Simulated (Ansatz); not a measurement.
Total energies of `[CH2]1[CH2][GaH]1`.

```xyz
8

C    -0.480   -0.646    0.394
C    -0.340    0.478   -0.678
Ga    1.238    0.253    0.427
H    -0.556   -1.662    0.013
H    -1.208   -0.468    1.182
H    -0.979    1.348   -0.544
H    -0.335    0.153   -1.715
H     2.662    0.544    0.919
```

The species carries charge 0 and has multiplicity 1. Correlated methods include outer-core shells of Ga, which these sets cover unevenly. Scalar relativity is left out up to krypton. The structure was optimised at the PBE0-D4/def2-TZVP level. Basis def2-TZVPP, the Gaussian-basis code of Ansatz.

RPA on PBE orbitals: Hartree–Fock energy of these orbitals -2001.78637 Eh, correlation -0.94038 Eh (frozen core).

```csv
functional,energy without D4 (Eh),D4 term (kJ/mol)
LDA (SPW92),-2000.23915,–
PBE,-2003.61842,-12.6
revPBE,-2003.86132,-40.1
BLYP,-2004.04527,-28.4
r2SCAN,-2003.96117,-2.8
B97M-V,-2003.65633,–
PBE0,-2003.67006,-10.5
B3LYP,-2004.07785,-20.6
r2SCANh,-2003.94699,-3.0
r2SCAN0,-2003.92692,-3.4
HSE06 (plane-wave form),-2003.66439,-9.8
BHLYP,-2003.93950,-16.2
CAM-B3LYP,-2004.09034,-10.6
LC-ωPBE,-2003.72181,–
ωB97X-V,-2003.82132,–
ωB97M-V,-2003.86894,–
B2PLYP,-2003.57863,–
PBE-QIDH,-2003.32007,–
```

B3LYP takes the VWN-RPA correlation (the form of Gaussian; ORCA's B3LYP/G). HSE06 is the plane-wave form, built on full-range PBE exchange. The double hybrids freeze the cores in their second-order part.

LC-ωPBE has ω = 0.4 bohr⁻¹.
